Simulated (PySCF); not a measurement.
Isomers of C3H11NOSi4, one GFN2-xTB conformer each. Single-point energies are computed at PBE0/pcSseg-1 (PySCF, gas phase, no added dispersion term), electronic only.

**Question.** Rank them by PBE0/pcSseg-1 energy, lowest first (kJ/mol).
A. `[CH3:1][CH2:2][O:3][Si@@H:4]1[SiH2:5][SiH2:6][Si@H:7]1[C:8]#[N:9]` with C1–C2–O3–Si4 161°, C2–O3–Si4–Si5 -70°, O3–Si4–Si5–Si6 -92°, Si4–Si5–Si6–Si7 -7°, Si5–Si6–Si7–C8 -101°, O3–Si4–Si7–Si6 103°
B. `[CH3:1][CH2:2][O:3][Si@@H:4]1[SiH2:5][SiH2:6][Si@@H:7]1[C:8]#[N:9]` with C1–C2–O3–Si4 -167°, C2–O3–Si4–Si5 162°
C. `[CH3:1][CH2:2][Si@@H:3]1[Si@H:4]([C:5]#[N:6])[SiH2:7][Si@@H:8]1[OH:9]` with C1–C2–Si3–Si4 55°, Si7–Si8–O9–H 74°
D. `[CH:1]#[C:2][C@@H:3]1[SiH2:4][NH:5][Si@@H:6]([O:7][SiH3:8])[SiH2:9]1` with N5–Si6–O7–Si8 45°, C2–C3–Si4–N5 -90°, C3–Si4–N5–Si6 -18°, Si4–N5–Si6–O7 -117°, N5–Si6–Si9–C3 16°
E. `[CH2:1]=[CH:2][C:3](=[O:4])[Si@@H:5]1[SiH2:6][NH:7][SiH2:8][SiH2:9]1` with C1–C2–C3–O4 14°, C2–C3–Si5–Si6 -123°, C3–Si5–Si6–N7 -117°, Si5–Si6–N7–Si8 22°, Si6–N7–Si8–Si9 -25°, N7–Si8–Si9–Si5 13°
F. `[CH:1]#[C:2][CH2:3][Si@@H:4]1[SiH2:5][Si@@H:6]([NH2:7])[Si@H:8]1[OH:9]` with C2–C3–Si4–Si5 50°, Si5–Si6–N7–H -70° and 68°, Si6–Si8–O9–H 174°, C3–Si4–Si5–Si6 -105°, Si4–Si5–Si6–N7 -122°, Si5–Si6–Si8–O9 -102°, C3–Si4–Si8–Si6 104°
G. `[CH:1]#[C:2][CH2:3][Si@@H:4]1[SiH2:5][Si@@H:6]([NH2:7])[Si@@H:8]1[OH:9]` with C2–C3–Si4–Si5 -65°, Si5–Si6–N7–H -60° and 164°, Si6–Si8–O9–H 77°
H. `[CH3:1][CH2:2][Si@@H:3]1[Si@H:4]([OH:5])[SiH2:6][Si@H:7]1[C:8]#[N:9]` with C1–C2–Si3–Si4 -64°, Si3–Si4–O5–H -175°
I. `[CH3:1][CH2:2][Si@@H:3]1[Si@@H:4]([OH:5])[SiH2:6][Si@@H:7]1[C:8]#[N:9]` with C1–C2–Si3–Si4 164°, Si3–Si4–O5–H -79°, C2–Si3–Si4–O5 149°, Si3–Si4–Si6–Si7 -6°, Si4–Si6–Si7–C8 120°, C2–Si3–Si7–Si6 109°
J. `[CH3:1][CH2:2][O:3][Si:4]1([C:5]#[N:6])[SiH2:7][SiH2:8][SiH2:9]1` with C1–C2–O3–Si4 -176°, C2–O3–Si4–C5 -59°

**Answer.** D (0.0), C (56.4), H (57.9), I (62.0), J (104.1), A (115.7), B (116.5), E (116.7), F (170.9), G (174.4).

As drawn, the highest has a four-membered ring and an O–H bond, which the lowest lacks. Neighbours under 10 kJ/mol apart (CC[Si@@H]1[Si@H](C#N)[SiH2][Si@@H]1O and CC[Si@@H]1[Si@H](O)[SiH2][Si@H]1C#N; CC[Si@@H]1[Si@H](O)[SiH2][Si@H]1C#N and CC[Si@@H]1[Si@@H](O)[SiH2][Si@@H]1C#N; CCO[Si@@H]1[SiH2][SiH2][Si@H]1C#N and CCO[Si@@H]1[SiH2][SiH2][Si@@H]1C#N; CCO[Si@@H]1[SiH2][SiH2][Si@@H]1C#N and C=CC(=O)[Si@@H]1[SiH2]N[SiH2][SiH2]1; others) can change places with a better method, another conformer or zero-point energy. CC[Si@@H]1[Si@H](C#N)[SiH2][Si@@H]1O and CC[Si@@H]1[Si@H](O)[SiH2][Si@H]1C#N are stereoisomers, 1.5 kJ/mol apart in the conformers taken. CCO[Si@@H]1[SiH2][SiH2][Si@H]1C#N and CCO[Si@@H]1[SiH2][SiH2][Si@@H]1C#N are stereoisomers, 0.8 kJ/mol apart in the conformers taken. C#CC[Si@@H]1[SiH2][Si@@H](N)[Si@H]1O and C#CC[Si@@H]1[SiH2][Si@@H](N)[Si@@H]1O are stereoisomers, 3.5 kJ/mol apart in the conformers taken. GFN2-xTB itself gives, in the same order: 0.0, 387.0, 390.2, 385.3, 382.8, 368.1, 368.3, 324.9, 410.6, 416.4. Both levels put the same isomer lowest; measured from each level's own lowest isomer, the values differ by up to 332.3 kJ/mol (CC[Si@@H]1[Si@H](O)[SiH2][Si@H]1C#N: 390.2 against 57.9).

**Question.** Which frontier levels, dipoles and rotational constants go with these structures?

**Answer.** 
| SMILES | HOMO (eV, PBE0/pcSseg-1) | LUMO (eV) | dipole (D) | A, B, C (MHz) |
| --- | --- | --- | --- | --- |
| C#C[C@@H]1[SiH2]N[Si@@H](O[SiH3])[SiH2]1 | -7.18 | -0.40 | 1.09 | 1748, 492.0, 449.4 |
| CC[Si@@H]1[Si@H](C#N)[SiH2][Si@@H]1O | -7.51 | -2.10 | 4.63 | 913.7, 762.5, 549.9 |
| CC[Si@@H]1[Si@H](O)[SiH2][Si@H]1C#N | -7.49 | -2.09 | 5.43 | 1088, 615.1, 450.6 |
| CC[Si@@H]1[Si@@H](O)[SiH2][Si@@H]1C#N | -7.38 | -2.04 | 5.05 | 1052, 664.0, 462.3 |
| CCO[Si]1(C#N)[SiH2][SiH2][SiH2]1 | -7.63 | -2.14 | 3.45 | 991.6, 562.8, 497.7 |
| CCO[Si@@H]1[SiH2][SiH2][Si@H]1C#N | -7.62 | -2.07 | 5.11 | 1162, 532.8, 451.9 |
| CCO[Si@@H]1[SiH2][SiH2][Si@@H]1C#N | -7.56 | -2.14 | 3.36 | 961.9, 689.7, 485.9 |
| C=CC(=O)[Si@@H]1[SiH2]N[SiH2][SiH2]1 | -6.94 | -2.23 | 1.97 | 1480, 519.6, 452.2 |
| C#CC[Si@@H]1[SiH2][Si@@H](N)[Si@H]1O | -6.50 | -1.55 | 1.57 | 1101, 652.5, 578.4 |
| C#CC[Si@@H]1[SiH2][Si@@H](N)[Si@@H]1O | -6.81 | -1.53 | 3.14 | 1319, 547.7, 431.1 |

**Question.** As an exercise, what shares would exp(−E/RT) give at 2000 K from these electronic energies alone (no entropy, no degeneracies)?

**Answer.** RT = 16.629 kJ/mol: C#C[C@@H]1[SiH2]N[Si@@H](O[SiH3])[SiH2]1 91.5 %, CC[Si@@H]1[Si@H](C#N)[SiH2][Si@@H]1O 3.1 %, CC[Si@@H]1[Si@H](O)[SiH2][Si@H]1C#N 2.8 %, CC[Si@@H]1[Si@@H](O)[SiH2][Si@@H]1C#N 2.2 %, CCO[Si]1(C#N)[SiH2][SiH2][SiH2]1 0.2 %, CCO[Si@@H]1[SiH2][SiH2][Si@H]1C#N 0.1 %, CCO[Si@@H]1[SiH2][SiH2][Si@@H]1C#N 0.1 %, C=CC(=O)[Si@@H]1[SiH2]N[SiH2][SiH2]1 0.1 %, C#CC[Si@@H]1[SiH2][Si@@H](N)[Si@H]1O under 0.1 %, C#CC[Si@@H]1[SiH2][Si@@H](N)[Si@@H]1O under 0.1 %.
